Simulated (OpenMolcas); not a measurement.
C2+: effect of the active space

```yaml
Program: OpenMolcas 26.06
Method: MS-CASPT2 or its RAS form, IPEA 0.25 Eh, imaginary shift 0.1 Eh
Basis: ANO-RCC-VTZP
Scalar_Hamiltonian: DKH2, point nucleus
Spin-orbit_coupling: RASSI with atomic mean-field integrals over the reference wave functions, term energies averaged over their components
```

A. 2 electrons in 4 orbitals (2s 2p); 2S+1 = 3 even, 3 roots; 2S+1 = 1 even, 7 roots; 2S+1 = 3 odd, 3 roots; 2S+1 = 1 odd, 3 roots; closed shells correlated: 1s; CASPT2 step of the order of 1.8 core-seconds
B. 2 electrons in 8 orbitals (2s 2p 3s 3p); 2S+1 = 3 even, 3 roots; 2S+1 = 1 even, 7 roots; 2S+1 = 3 odd, 3 roots; 2S+1 = 1 odd, 3 roots; closed shells correlated: 1s; CASPT2 step of the order of 3 core-seconds
C. 2 electrons in 9 orbitals (RAS2 2s 2p; RAS3 3d, at most 2 electrons); 2S+1 = 3 even, 3 roots; 2S+1 = 1 even, 7 roots; 2S+1 = 3 odd, 3 roots; 2S+1 = 1 odd, 3 roots; closed shells correlated: 1s; CASPT2 step of the order of 5 core-seconds

Energies in cm⁻¹ above 2s² ¹S₀, the measured ground level; measured values from Moore, Selected Tables of Atomic Spectra, NSRDS-NBS 3, section 3.

```json
{"Level": "2s² ¹S₀", "A": "0.0", "B": "0.0", "C": "0.0", "Measured": "0.0"}
{"Level": "2s 2p ³P°₀", "A": "52379", "B": "52330", "C": "52250", "Measured": "52367"}
{"Level": "2s 2p ³P°₁", "A": "52406", "B": "52357", "C": "52276", "Measured": "52391"}
{"Level": "2s 2p ³P°₂", "A": "52460", "B": "52411", "C": "52330", "Measured": "52447"}
{"Level": "2s 2p ¹P°₁", "A": "104557", "B": "104330", "C": "103336", "Measured": "102352"}
{"Level": "2p² ³P₀", "A": "137748", "B": "137638", "C": "137624", "Measured": "137426"}
{"Level": "2p² ³P₁", "A": "137774", "B": "137664", "C": "137650", "Measured": "137454"}
{"Level": "2p² ³P₂", "A": "137827", "B": "137717", "C": "137703", "Measured": "137502"}
{"Level": "2p² ¹D₂", "A": "147688", "B": "147397", "C": "146443", "Measured": "145876"}
{"Level": "2p² ¹S₀", "A": "184620", "B": "183959", "C": "184501", "Measured": "182520"}
```

Deviations, from unrounded energies. A percentage is the sum of absolute deviations over the sum of measured energies, with the sign that they share, or ± where signs differ.

| Against measurement | Levels | A | B | C |
| --- | --- | --- | --- | --- |
| mean absolute deviation (cm-1) | 9 | 790 | 630 | 500 |
| other configurations (%) | 9 | +0.7 | ±0.6 | ±0.4 |

C lies closest to measurement on these levels and A furthest from it. The largest miss of C in the table is 2p² ¹S₀, by +2000 cm-1. The ranking rests on the paired levels alone, and a cruder setting can come out closer through cancelling errors.

Among A to C the level of the table that moves most is 2p² ¹D₂, by 1200 cm-1 (lowest in C, highest in A).

Active for correlation alone: 3p 3s; no level in the range computed is led by a configuration that fills them, so any true level of that kind is missing (holds for B). Active for correlation alone: 3d; no level in the range computed is led by a configuration that fills it, so any true level of that kind is missing (holds for C). Measured partners are found by configuration, term and J. A level has none where our copy of the source lacks it or the pairing is in doubt (some pairs that miss far off the trend of their configuration count as doubtful), and it then counts in no deviation. Levels of configurations outside the active space are missing.

° marks odd parity.
